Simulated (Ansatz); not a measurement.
A nudged elastic band was laid between two geometries of Cl$_{5}$FHTa (8 atoms, charge 0, multiplicity 1).

The calculation used RKS LDA/def2-SVP (Ansatz 0.2.0).

```json
{
  "movable images": "5",
  "climbing image": "yes",
  "spring": "5.0 eV/Å²",
  "optimiser": "quadratic models (default)",
  "start path": "through a guess of the saddle point",
  "force threshold": "0.2 eV/Å",
  "iteration limit": "60",
  "end points": "relaxed"
}
```

Initial state:

```xyz
8
Properties=species:S:1:pos:R:3
Ta -0.073 0.012 0.126
F 1.758 0.460 0.328
Cl -0.216 0.185 2.435
Cl 0.465 -0.568 -2.055
Cl -1.097 1.963 -0.356
Cl -1.793 -1.517 0.122
Cl 1.346 -2.325 0.734
H 2.391 -1.529 0.754
```

Final state:

```xyz
8
Properties=species:S:1:pos:R:3
Ta -0.166 -0.419 0.184
F 1.966 0.340 0.379
Cl -0.275 -0.032 2.465
Cl 0.406 -0.786 -2.030
Cl -0.538 1.792 -0.243
Cl -2.196 -1.386 0.039
Cl 1.306 -2.251 0.714
H 2.279 -0.577 0.580
```

**Question.** What changes between the two ends?

**Answer.** Bonds broken: Cl7–H8. Bonds formed: F2–H8.

**Question.** What energy profile does the band end with?

**Answer.** It converged. The highest image is number 3 of 0 to 6, 0.156 eV above the first end and 0.115 eV above the last; the last end lies 0.041 eV above the first. The threshold of 0.2 eV/Å is loose, so the images may lie well off the minimum-energy path. The order of the point at the top wasn't checked. The orbitals stay closed-shell, which can raise the energy where a bond breaks towards radicals; this wasn't checked here.

```csv
image,path coordinate (Å),energy (eV),Cl7–H8 (Å),F2–H8 (Å)
0,0.00,0.000,1.31,2.13
1,0.28,0.012,1.33,1.80
2,0.57,0.071,1.38,1.48
3,0.85,0.156,1.55,1.19
4,1.14,0.110,1.74,1.05
5,1.44,0.060,1.87,1.00
6,1.73,0.041,1.94,0.99
```

**Question.** What is the geometry of the highest image?

**Answer.** 
```xyz
8
Properties=species:S:1:pos:R:3:forces:R:3
Ta -0.090 -0.212 0.153 0.09 0.06 -0.07
F 1.928 0.222 0.428 0.01 -0.01 -0.04
Cl -0.166 0.181 2.424 -0.06 0.05 0.08
Cl 0.564 -0.543 -2.040 0.00 -0.04 0.01
Cl -0.990 1.812 -0.354 0.02 0.03 0.06
Cl -1.889 -1.568 0.089 -0.06 -0.07 -0.01
Cl 1.332 -2.278 0.739 0.05 -0.02 -0.02
H 2.092 -0.934 0.649 -0.05 0.00 -0.01
```

Run time: 92 s on 4 threads of Arm Neoverse V1 (shared host), peak memory 0.24 GiB.
